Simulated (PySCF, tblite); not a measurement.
System: H₃Ga, singlet: map of symmetric stretch and umbrella angle. Scanned: Ga-H bond length and angle between the Ga-H bonds and the threefold axis (90 = planar).

Methods: GFN2-xTB, 300 K electronic temperature (tblite); RHF/cc-pVDZ (PySCF); PBE0/cc-pVDZ (PySCF); B3LYP/cc-pVDZ (PySCF); MP2 on RHF/cc-pVDZ, 9 core orbitals frozen (PySCF); CCSD on RHF/cc-pVDZ, 9 core orbitals frozen (PySCF); CCSD(T) on RHF/cc-pVDZ, 9 core orbitals frozen (PySCF).

Energies in kcal/mol at chosen points (x: Ga-H bond length (Å); y: angle between the Ga-H bonds and the threefold axis (90 = planar) (°)), relative to x = 1.60, y = 90:

```tsv
method	(1.96, 118)	(1.67, 118)	(1.60, 90)	(1.38, 110)	(1.53, 126)	(1.38, 114)	(1.60, 118)
GFN2-xTB	32.9	20.3	0.0	31.0	43.5	37.7	20.2
RHF	83.6	44.8	0.0	50.0	75.1	60.8	42.4
PBE0	73.5	39.9	0.0	45.6	67.4	55.4	37.9
B3LYP	70.8	39.4	0.0	46.0	67.8	55.9	37.8
MP2	79.3	42.2	0.0	45.2	69.6	55.4	39.6
CCSD	72.9	40.0	0.0	45.8	67.7	55.7	38.1
CCSD(T)	71.7	39.7	0.0	45.5	67.2	55.5	37.8
```
